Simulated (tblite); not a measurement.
Computed values, GFN2-xTB/tblite, gas phase, harmonic and unscaled. The method is semi-empirical: single wavenumbers can be off by several per cent or more. Modes of hydrogen on phosphorus and silicon can be 10 to 20 % off. One conformer each. Thermal functions are those of the rigid rotor and harmonic oscillator, without mixing of conformers.

Problem. Order these by their heat capacity Cp at 200 K, highest first (cal/(mol K)).
A. `CCOC(=O)CCOC`
B. `CC[P@H](=O)c1ccncc1`
C. `c1oc(S(=O)(=O)Cl)cc1`
D. `CC(=O)/C([SiH3])=C\C(F)(F)F`
E. `C=COC`

Solution. D (34.5), A (30.1), B (29.2), C (24.0), E (14.0).

```
                     SMILES  atoms  mass (u)  symmetry number  modes under 300 cm⁻¹  ZPE (kcal/mol)  S translation (cal/(mol K))  S rotation  S vibration     S    Cp
CC(=O)/C([SiH3])=C\C(F)(F)F     17    168.02                1                     9            65.8                         39.3        29.2         28.5  97.0  34.5
               CCOC(=O)CCOC     21    132.08                1                     9           110.0                         38.6        28.2         25.3  92.1  30.1
        CC[P@H](=O)c1ccncc1     20    155.05                1                     7            96.9                         39.1        28.8         20.5  88.4  29.2
         O=S(=O)(Cl)c1ccco1     12    165.95                1                     5            43.2                         39.3        28.4         15.5  83.2  24.0
                      C=COC     10     58.04                1                     2            51.8                         36.1        22.6          3.5  62.3  14.0
```

Entropies and Cp are for 200 K and 1 bar.
